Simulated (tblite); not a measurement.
C₃H₄BF₄N.
Bonds: F1–B2, B2–N3, N3–C4 (triple), C4–C5, C5–C6, C6–F7, C6–F8, C6–F9. Hydrogens: H10, H11 on B2; H12, H13 on C5.
Bond orders are those of one Lewis drawing.

Computed with GFN2-xTB (tblite), gas phase: nudged elastic band of 9 images (0 to 8), spring 0.2 eV/Å², climbing image at the end, force threshold 0.05 eV/Å. The top image wasn't refined or checked by frequencies; at this threshold it can lie a kcal/mol or more above the true saddle point of the method.

The band describes a rotation about C5–C6 (chain CH2 carbon, CF3 carbon), followed by the dihedral C4–C5–C6–F9, from the optimised start (-179°) to a second optimised geometry at -60°.

Q: Give the energy profile along the converged band.

A: 
| image | dihedral (°) | E (kcal/mol) | C5–C6 (Å) | C4···F9 (Å) | largest true force (eV/Å) |
| --- | --- | --- | --- | --- | --- |
| 0 | -179 | 0.00 | 1.534 | 3.62 | 0.01 |
| 1 | -165 | 0.28 | 1.535 | 3.61 | 0.03 |
| 2 | -150 | 0.88 | 1.538 | 3.56 | 0.03 |
| 3 | -135 | 1.47 | 1.542 | 3.49 | 0.03 |
| 4 | -119 | 1.69 | 1.543 | 3.40 | 0.02 |
| 5 | -104 | 1.41 | 1.542 | 3.27 | 0.04 |
| 6 | -89 | 0.81 | 1.538 | 3.13 | 0.05 |
| 7 | -74 | 0.24 | 1.535 | 2.99 | 0.05 |
| 8 | -60 | 0.00 | 1.534 | 2.86 | 0.01 |

Barriers of this band. The top is image 4 at -119°: 1.7 kcal/mol in either direction, as the ends lie within 0.002 eV of each other. The central bond is 0.009 Å longer at the top than at the start.

Q: What rate follows at 298 K for crossing this barrier forward?

A: Taking the electronic barrier for the free energy of activation (no zero-point or entropy terms, transmission 1), rate = (kT/h)·exp(−ΔE/kT) ≈ 4 × 10^11 s⁻¹, whose inverse is 3 × 10^-12 s. An error of 1 kcal/mol in the barrier changes this by a factor of 5, and the method and the loose band can each miss by that much or more. The barrier is only 2.8 kT, where transition-state theory is rough.

What follows is the cost of the whole band run. Cost: about 8 s of CPU time on one thread; the machine was shared, so the figure is rough.
